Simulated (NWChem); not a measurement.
Everything below was run with NWChem. System: H3S (+1), charge 1, spin multiplicity 1, at a geometry optimised with PBE/def2-SVP. The structure started from a generated list of species. Level: real-time TD-B3LYP/6-31G* (spherical d), VWN1-RPA local correlation.

Job file:

```
start mol
memory heap 200 mb stack 900 mb global 1100 mb
charge 1
geometry "system" units angstroms nocenter noautoz noautosym
  S     -0.000358     0.116631     0.000000
  H     -0.579034    -0.623810     1.006236
  H     -0.579034    -0.623810    -1.006236
  H      1.163791    -0.618477     0.000000
end
set geometry "system"
basis spherical
  * library 6-31g*
end
dft
  xc b3lyp
  semidirect memsize 60000000 filesize 0
  iterations 100
  convergence energy 1e-10 density 1e-9 gradient 1e-8
  tolerances tight
end
task dft energy
rt_tddft
  tmax 150.0
  dt 0.2
  tag "kick"
  print dipole
  field "kick"
    type delta
    polarization y
    max 0.0001
  end
  excite "system" with "kick"
end
task dft rt_tddft
```

Output (cleaned and shortened):

```
             Northwest Computational Chemistry Package (NWChem) 7.3.0
             --------------------------------------------------------

                                NWChem Input Module
                                -------------------

 Scaling coordinates for geometry "system" by  1.889725989
 (inverse scale =  0.529177249)

                              Geometry "system" -> ""
                              -----------------------

 Output coordinates in angstroms (scale by  1.889725989 to convert to a.u.)

  No.       Tag          Charge          X              Y              Z
 ---- ---------------- ---------- -------------- -------------- --------------
    1 S                   16.0000    -0.00035800     0.11663100     0.00000000
    2 H                    1.0000    -0.57903400    -0.62381000     1.00623600
    3 H                    1.0000    -0.57903400    -0.62381000    -1.00623600
    4 H                    1.0000     1.16379100    -0.61847700     0.00000000

 Effective nuclear repulsion energy (a.u.)      19.2375507944

            Nuclear Dipole moment (a.u.)
            ----------------------------
        X                 Y               Z
 ---------------- ---------------- ----------------
    -0.0000094486    -0.0000018897     0.0000000000


 Summary of "ao basis" -> "" (spherical)
 ------------------------------------------------------------------------------
       Tag                 Description            Shells   Functions and Types
 ---------------- ------------------------------  ------  ---------------------
 *                           6-31g*                   on all atoms

                                 NWChem DFT Module
                                 -----------------

 Summary of "ao basis" -> "ao basis" (spherical)
 ------------------------------------------------------------------------------
       Tag                 Description            Shells   Functions and Types
 ---------------- ------------------------------  ------  ---------------------
 S                           6-31g*                  8       18   4s3p1d
 H                           6-31g*                  2        2   2s

 Summary of "ao basis" -> "ao basis" (spherical)
 ------------------------------------------------------------------------------
       Tag                 Description            Shells   Functions and Types
 ---------------- ------------------------------  ------  ---------------------
 S                           6-31g*                  8       18   4s3p1d
 H                           6-31g*                  2        2   2s

  itol2e modified to match energy
  convergence criterion.
  tol_rho modified to match energy
  convergence criterion.

            General Information
            -------------------
          SCF calculation type: DFT
          Wavefunction type:  closed shell.
          No. of atoms     :     4
          No. of electrons :    18
           Alpha electrons :     9
            Beta electrons :     9
          Charge           :     1
          Spin multiplicity:     1
          Use of symmetry is: off; symmetry adaption is: off
          Maximum number of iterations: 100
          AO basis - number of functions:    24
                     number of shells:    14
          Convergence on energy requested:  1.00D-10
          Convergence on density requested:  1.00D-09
          Convergence on gradient requested:  1.00D-08

              XC Information
              --------------
                         B3LYP Method XC Potential
                     Hartree-Fock (Exact) Exchange  0.200
                        Slater Exchange Functional  0.800 local
                    Becke 1988 Exchange Functional  0.720 non-local
              Lee-Yang-Parr Correlation Functional  0.810
                  VWN I RPA Correlation Functional  0.190 local

             Grid Information
             ----------------
          Grid used for XC integration:  medium
          Radial quadrature: Mura-Knowles
          Angular quadrature: Lebedev.
          Tag              B.-S. Rad. Rad. Pts. Rad. Cut. Ang. Pts.
          ---              ---------- --------- --------- ---------
          S                   1.00       88           6.0       590
          H                   0.35       45           7.0       434
          Grid pruning is: on
          Number of quadrature shells:   223
          Spatial weights used:  Erf1

          Convergence Information
          -----------------------
          Convergence aids based upon iterative change in
          total energy or number of iterations.
          Levelshifting, if invoked, occurs when the
          HOMO/LUMO gap drops below (HL_TOL):  1.00D-02
          DIIS, if invoked, will attempt to extrapolate
          using up to (NFOCK): 10 stored Fock matrices.

                    Damping( 0%)  Levelshifting(0.5)       DIIS
                  --------------- ------------------- ---------------
          dE  on:    start            ASAP                start
          dE off:    2 iters        100 iters           100 iters

      Screening Tolerance Information
      -------------------------------
          Density screening/tol_rho:  1.00D-13
          AO Gaussian exp screening on grid/accAOfunc:  23
          CD Gaussian exp screening on grid/accCDfunc:  20
          XC Gaussian exp screening on grid/accXCfunc:  20
          Schwarz screening/accCoul:  1.00D-11

      Superposition of Atomic Density Guess
      -------------------------------------

 Sum of atomic energies:        -398.95037857

 Renormalizing density from      19.00 to     18
[...]
  The DFT is already converged

         Total DFT energy =   -399.658157029374

            General Information
            -------------------
          SCF calculation type: DFT
          Wavefunction type:  closed shell.
          No. of atoms     :     4
          No. of electrons :    18
           Alpha electrons :     9
            Beta electrons :     9
          Charge           :     1
          Spin multiplicity:     1
          Use of symmetry is: off; symmetry adaption is: off
          Maximum number of iterations: 100
          AO basis - number of functions:    24
                     number of shells:    14
          Convergence on energy requested:  1.00D-10
          Convergence on density requested:  1.00D-09
          Convergence on gradient requested:  1.00D-08

              XC Information
              --------------
                         B3LYP Method XC Potential
                     Hartree-Fock (Exact) Exchange  0.200
                        Slater Exchange Functional  0.800 local
                    Becke 1988 Exchange Functional  0.720 non-local
              Lee-Yang-Parr Correlation Functional  0.810
                  VWN I RPA Correlation Functional  0.190 local

             Grid Information
             ----------------
          Grid used for XC integration:  medium
          Radial quadrature: Mura-Knowles
          Angular quadrature: Lebedev.
          Tag              B.-S. Rad. Rad. Pts. Rad. Cut. Ang. Pts.
          ---              ---------- --------- --------- ---------
          S                   1.00       88           6.0       590
          H                   0.35       45           7.0       434
          Grid pruning is: on
          Number of quadrature shells:   223
          Spatial weights used:  Erf1

          Convergence Information
          -----------------------
          Convergence aids based upon iterative change in
          total energy or number of iterations.
          Levelshifting, if invoked, occurs when the
          HOMO/LUMO gap drops below (HL_TOL):  1.00D-02
          DIIS, if invoked, will attempt to extrapolate
          using up to (NFOCK): 10 stored Fock matrices.

                    Damping( 0%)  Levelshifting(0.5)       DIIS
                  --------------- ------------------- ---------------
          dE  on:    start            ASAP                start
          dE off:    2 iters        100 iters           100 iters

      Screening Tolerance Information
      -------------------------------
          Density screening/tol_rho:  1.00D-13
          AO Gaussian exp screening on grid/accAOfunc:  23
          CD Gaussian exp screening on grid/accCDfunc:  20
          XC Gaussian exp screening on grid/accXCfunc:  20
          Schwarz screening/accCoul:  1.00D-11

 *************************
 * Closed-shell RT-TDDFT *
 *************************

 Geometry               Atoms      Basis func.   Nuc. charge          Nuc. dip. mom.
 -----------------------------------------------------------------------------------------
 *system               4 (100% )    24 (100% )     19.00       -0.00     -0.00      0.00

=============== Geometry Initialization ===============
  Active geometry: "system"
  No linear dependencies
  Number of atomic orbitals    = 24
  Number of molecular orbitals = 24
=======================================================

             System parameters
             -----------------
     No. atoms              : 4
     Wavefunction type      : restricted
     No. alpha electrons    : 9
     No. beta electrons     : 9
     Total no. electrons    : 18
     System charge          : 1

               2e integrals
               ------------
     tol2e for real part of Fock matrix:  1.0000E-11
     tol2e for imag part of Fock matrix:  1.0000E-13

                    Propagation parameters
                    ----------------------
     End time (tmax)       :  1.5000E+02 au =  3.6283E+00 fs
     Time step (dt)        :  2.0000E-01 au =  4.8378E-03 fs
     No. time steps (nt)   : 750
     Progagation method    : 2nd order Magnus w/ self-consistent interpolation
     Exponentiation method : Adaptive contractive power series

                        Tolerances
                        ----------
     Zero / comparison / check tolerance  :  1.0000E-08
     Series convergence tolerance         :  1.0000E-10
     Interpolation convergence tolerance  :  1.0000E-07
     Reqd no. zero terms in series        : 3
     Reqd no. zero terms in interpolation : 1

                Output and checking parameters
                ------------------------------
     Quantites to print : messages, dipole, field, energy, <S^2>
     No. print points   : 750 (once every 1 time steps)
     No. checks         : 10 (once every 75 time steps)
     No. restart points : 100 (once every 7 time steps)
     Checking level     : 1 (checkpoints only)
     Profiling          : No

 Dipole and quadrupole matrices
 ------------------------------
     Center of mass = (-3.0662E-04,  9.9803E-02,  0.0000E+00)
     norm[D_x]  =  2.1992E+00
     norm[D_y]  =  1.4607E+00
     norm[D_z]  =  1.9015E+00
     norm[Q_xx] =  6.4011E+00
     norm[Q_xy] =  2.5704E+00
     norm[Q_xz] =  2.1337E+00
     norm[Q_yy] =  6.4497E+00
     norm[Q_yz] =  2.2416E+00
     norm[Q_zz] =  6.4011E+00

         Applied fields
         --------------

               "kick"
     Type            : delta
     Polarization    : y
     Field maximum   :  1.0000E-04 au =  5.1421E-02 V/nm

        Excitation rules
        ----------------
     Excite geometry "system" with "kick"

                             Closed shell propagation
                             ------------------------

****************************** WARNING ******************************
  Starting movecs not specified--trying SCF output:
   ./mol.movecs
*********************************************************************

     File name              : ./mol.movecs
     Job title              :
     Basis set name         : ao basis
     SCF type               : dft
     Atomic orbitals        : 24
     Molecular orbitals     : 24

   Vector      Occupation     Eigenvalue [au]
 --------------------------------------------
         1        2.00       -8.92206932E+01
         2        2.00       -8.30169733E+00
         3        2.00       -6.26236401E+00
         4        2.00       -6.26236395E+00
         5        2.00       -6.25767682E+00
         6        2.00       -1.09915319E+00
         7        2.00       -7.57587038E-01
         8        2.00       -7.57585046E-01
         9        2.00       -6.57822565E-01
        10        0.00       -2.70076648E-01
        11        0.00       -2.70074916E-01
        12        0.00       -2.14691672E-01
        13        0.00        4.85076132E-02
        14        0.00        4.85082885E-02
        15        0.00        8.18222100E-02
        16        0.00        2.41890039E-01
        17        0.00        3.97667552E-01
        18        0.00        3.97667951E-01
        19        0.00        4.08137954E-01
        20        0.00        4.08138275E-01
        21        0.00        4.30995940E-01
        22        0.00        5.30272109E-01
        23        0.00        8.53101143E-01
        24        0.00        8.53102023E-01

kick      0.00000        ### Propagation started ###
kick      0.00000        ### Checks passed ###
kick      0.00000   0.000000000000E+000   1.000000000000E-004   0.000000000000E+000     # Applied E-field [system] (alpha spin)
kick      0.00000   0.000000000000E+000   1.000000000000E-004   0.000000000000E+000     # Applied E-field [system] (beta spin)
kick      0.00000   1.923755079436E+001     # Enuc
kick      0.00000  -5.834546348253E+002     # Ecore
kick      0.00000   1.910567588208E+002     # Ecoul
kick      0.00000  -2.649783181924E+001     # Exc(1)
kick      0.00000   0.000000000000E+000     # Exc(2)
kick      0.00000  -3.996581570294E+002     # Etot
kick      0.00000   3.410605131648E-013     # Eadded
kick      0.00000   2.260555822727E-003  -7.383868506739E-001  -6.991173221970E-014     # Dipole moment [system]
kick      0.00000        ### Saved restart file ###
kick      0.00000   2.031522861046E-008     # Magnus interpol (matrix 1 of 1)
kick      0.00000                     2     # Magnus total interpolations
kick      0.20000   0.000000000000E+000   0.000000000000E+000   0.000000000000E+000     # Applied E-field [system] (alpha spin)
kick      0.20000   0.000000000000E+000   0.000000000000E+000   0.000000000000E+000     # Applied E-field [system] (beta spin)
kick      0.20000   1.923755079436E+001     # Enuc
kick      0.20000  -5.834546313298E+002     # Ecore
kick      0.20000   1.910567551377E+002     # Ecoul
kick      0.20000  -2.649783163117E+001     # Exc(1)
kick      0.20000   0.000000000000E+000     # Exc(2)
kick      0.20000  -3.996581570289E+002     # Etot
kick      0.20000   4.599769454217E-010     # Eadded
kick      0.20000   2.260555545754E-003  -7.383794017193E-001  -6.984964087141E-014     # Dipole moment [system]
kick      0.20000   2.036692414720E-008     # Magnus interpol (matrix 1 of 1)
kick      0.20000                     2     # Magnus total interpolations
kick      0.40000   0.000000000000E+000   0.000000000000E+000   0.000000000000E+000     # Applied E-field [system] (alpha spin)
kick      0.40000   0.000000000000E+000   0.000000000000E+000   0.000000000000E+000     # Applied E-field [system] (beta spin)
kick      0.40000   1.923755079436E+001     # Enuc
...
kick     28.00000  -3.996581570165E+002     # Etot
kick     28.00000   1.286491624342E-008     # Eadded
kick     28.00000   2.260653244894E-003  -7.383738126169E-001  -9.052360461986E-014     # Dipole moment [system]
kick     28.00000   3.100630863173E-012     # Magnus interpol (matrix 1 of 1)
kick     28.00000                     2     # Magnus total interpolations
kick     28.20000   0.000000000000E+000   0.000000000000E+000   0.000000000000E+000     # Applied E-field [system] (alpha spin)
kick     28.20000   0.000000000000E+000   0.000000000000E+000   0.000000000000E+000     # Applied E-field [system] (beta spin)
kick     28.20000   1.923755079436E+001     # Enuc
kick     28.20000  -5.834545997989E+002     # Ecore
kick     28.20000   1.910567249922E+002     # Ecoul
kick     28.20000  -2.649783300404E+001     # Exc(1)
kick     28.20000   0.000000000000E+0
```
